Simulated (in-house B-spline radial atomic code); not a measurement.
A run on neutral niobium (an excited or competing configuration) that did not converge. Method: scalar-relativistic (X2C) B97-1, spin-polarised, spherical fractional occupations, Fermi nucleus of rms radius 4.324 fm; computed with a B-spline radial code for spherical atoms. In the input, 2p2,3 would mean two up and three down electrons.

Command:
```bash
python run_scf.py task.json out
```
Settings (nuclear radius in fm, mass in u):
```
Z                41
configuration    1s2 2s2 2p6 3s2 3p6 3d10 4s2 4p6 4d1,2 5s0,1 5d1,0
hamiltonian      x2c
method           b97_1
spin_polarised   True
nucleus          fermi
rms_radius       4.324
atomic_mass      92.90637
speed_of_light   137.035999084
```

First and last ten iterations of the last attempt (damped for 15 steps, keeping 80 % of the old Fock matrix, then DIIS):
```
 iter        energy (Eh)    residual
    1       -3815.449449    4.18e-01
    2       -3817.014110    1.76e-01
    3       -3817.897759    1.09e-01
    4       -3818.359933    7.12e-02
    5       -3818.602022    4.98e-02
    6       -3818.726897    3.47e-02
    7       -3818.789046    2.43e-02
    8       -3818.818815    1.72e-02
    9       -3818.832697    1.25e-02
   10       -3818.839066    9.27e-03
  111       -3818.845324    1.06e-04
  112       -3818.845324    6.87e-05
  113       -3818.845324    7.37e-05
  114       -3818.845324    9.52e-05
  115       -3818.845324    1.11e-04
  116       -3818.845324    1.43e-04
  117       -3818.845324    1.40e-04
  118       -3818.845324    9.35e-05
  119       -3818.845324    8.93e-05
  120       -3818.845324    1.13e-05
 not converged after 120 iterations
```

The smallest residual met was 5.1e-06; the threshold is about 4e-07. Over the last five steps the energy moves by less than 1e-08 hartree, but the orbitals didn't meet the threshold. Time taken, with all properties: 4.5 s on 1 thread of Arm Neoverse V1, on a shared host.
